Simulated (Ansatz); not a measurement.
Start from `[SiH3]C[O][SbH2]` and change one atom or group to get `O[SiH2]OC[SiH3]`.

Ansatz, PBE0-D4/def2-TZVP geometries, multiplicity 1. Each molecule was computed in one conformer, which needn't be the lowest.

Elements past krypton have def2 core potentials.

```json
{"property": "LUMO energy (ωB97M-V/def2-TZVPP) / eV", "`[SiH3]C[O][SbH2]`": "0.53"}
{"property": "HOMO energy (PBE0/def2-TZVPP) / eV", "`[SiH3]C[O][SbH2]`": "-7.17"}
{"property": "LUMO energy (B3LYP/def2-TZVPP) / eV", "`[SiH3]C[O][SbH2]`": "-1.43"}
{"property": "HOMO–LUMO gap (ωB97M-V/def2-TZVPP) / eV", "`[SiH3]C[O][SbH2]`": "9.93"}
{"property": "size of the dipole moment (PBE/def2-TZVPP) / D", "`[SiH3]C[O][SbH2]`": "1.39"}
{"property": "size of the dipole moment (B3LYP/def2-TZVPP) / D", "`[SiH3]C[O][SbH2]`": "1.54"}
```

Problem. Give the same properties after the change, and the shifts. (Best estimate.)

Solution. Ansatz gave: 
```json
{"property": "LUMO energy (ωB97M-V/def2-TZVPP) / eV", "`O[SiH2]OC[SiH3]`": "1.89", "shift": "1.36"}
{"property": "HOMO energy (PBE0/def2-TZVPP) / eV", "`O[SiH2]OC[SiH3]`": "-7.77", "shift": "-0.60"}
{"property": "LUMO energy (B3LYP/def2-TZVPP) / eV", "`O[SiH2]OC[SiH3]`": "0.05", "shift": "1.48"}
{"property": "HOMO–LUMO gap (ωB97M-V/def2-TZVPP) / eV", "`O[SiH2]OC[SiH3]`": "11.96", "shift": "2.03"}
{"property": "size of the dipole moment (PBE/def2-TZVPP) / D", "`O[SiH2]OC[SiH3]`": "1.96", "shift": "0.57"}
{"property": "size of the dipole moment (B3LYP/def2-TZVPP) / D", "`O[SiH2]OC[SiH3]`": "2.03", "shift": "0.49"}
```

With PBE0 the HOMO falls by 0.60 eV and the LUMO rises by 1.53 eV, so the gap widens by about 2.13 eV. PBE moves the HOMO by -0.56 eV and ωB97M-V by -0.68 eV. Dipoles are sizes alone; their direction can turn.

B3LYP here is the variant with VWN-RPA as its local correlation; programs differ in this.

Spin–orbit coupling is left out; it splits and shifts lone-pair levels of the heavy atoms by tenths of an eV.
